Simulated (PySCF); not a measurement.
# A single-point calculation

[Eu(H2O)]3+ (singlet in the valence; each metal's 4f electrons, 6 of them, lie in its core potential, out of spins and levels). PySCF 2.14.0, RKS TPSS, Eu lcecp-1-SVP with ECP52, O def2-SVP, H def2-SVP; non-relativistic Hamiltonian with scalar-relativistic core potentials where named; density fitting; no spin-orbit coupling. Purpose: all atoms moved at random, sigma 0.06 A.

```python
mol = gto.M(atom='''
Eu    -0.02203     0.05698    -0.09877
O     -0.01049    -0.13031     2.09055
H      0.83272     0.03013     2.78506
H     -0.80019     0.04319     2.78298''',
    basis={'Eu': 'lcecp-1-SVP', 'O': 'def2-SVP', 'H': 'def2-SVP'},
    ecp={'Eu': 'lcecp-1-SVP'},
    charge=3, spin=0)
mf = dft.RKS(mol, xc='TPSS')
mf.grids.atom_grid = (50, 194)  # f atoms: unpruned, at least (60, 302)
mf = mf.density_fit()  # fitting sets: Eu AutoAux, O def2-universal-JKFIT, H def2-universal-JKFIT
mf.conv_tol = 1e-08; mf.max_cycle = 55
mf.kernel(dm0)  # dm0: converged density of the relaxed state
mf.nuc_grad_method().kernel()
```

Run from Python with OMP_NUM_THREADS=2; the lines above give its settings. Where DIIS fails, smearing, a level shift and second-order steps follow.
It took 1.3 s on 2 threads of AMD EPYC 9R45 96-Core Processor (Zen 5) (shared host), from an already converged density.

Where do the frontier levels lie, over both spins?

HOMO -26.18 eV, LUMO -21.17 eV. The 4f levels lie in the core potential and are missing.

What does the SCF print?


```
init E= -110.199495524471
cycle= 1 E= -110.34906105334  delta_E= -0.15  |g|= 0.191  |ddm|= 0.329
cycle= 2 E= -110.298775227706  delta_E= 0.0503  |g|= 0.521  |ddm|= 0.509
cycle= 3 E= -110.357093699301  delta_E= -0.0583  |g|= 0.0133  |ddm|= 0.379
cycle= 4 E= -110.357132126317  delta_E= -3.84e-05  |g|= 0.00304  |ddm|= 0.0167
cycle= 5 E= -110.357133926672  delta_E= -1.8e-06  |g|= 0.000494  |ddm|= 0.0019
cycle= 6 E= -110.357133994462  delta_E= -6.78e-08  |g|= 5.8e-05  |ddm|= 0.000561
cycle= 7 E= -110.357133995219  delta_E= -7.58e-10  |g|= 1.08e-05  |ddm|= 5.59e-05
Extra cycle  E= -110.357133995222  delta_E= -2.42e-12  |g|= 1.06e-05  |ddm|= 1.82e-05
converged SCF energy = -110.357133995222
```

What are the Mulliken charges and spins?


| atom | charge (e) | spin (e) |
| --- | --- | --- |
| Eu1 | 2.505 | 0.000 |
| O2 | -0.346 | 0.000 |
| H3 | 0.433 | 0.000 |
| H4 | 0.409 | 0.000 |
The spin of the 4f electrons in the core isn't counted.

What forces act on the atoms (eV/Å)?


```
Eu  -0.02 -0.18 -0.21
O    0.74  1.47  2.92
H   -1.74 -0.69 -1.59
H    1.01 -0.60 -1.11
```
Forces carry noise of the integration grid, about 0.01 to 0.03 eV/Å.

How does its energy compare with the relaxed singlet of charge +3 in vacuum?

It lies 0.249 eV higher.

An lcecp potential fixes the number of 4f electrons, so in runs with it no electron can move into or out of that shell.
